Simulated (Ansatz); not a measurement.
Harmonic frequencies (cm⁻¹) at PBE0-D4/def2-TZVP from Ansatz: 78, 181, 212, 360, 425, 444, 568, 617, 673, 718, 722, 996, 1129, 1219, 1326, 1424, 1927, 1950, 1961, 3093, 3832.

Each molecule was computed in one conformer, which needn't be the lowest.

(1) Which molecule is it?
A. `Cl[SiH]1[SiH2][SiH2]1`
B. `O[CH](F)[SnH3]`
C. `[CH3][SnH]([OH])[F]`
D. `FC[O][SnH3]`

## Answers

(1) B.
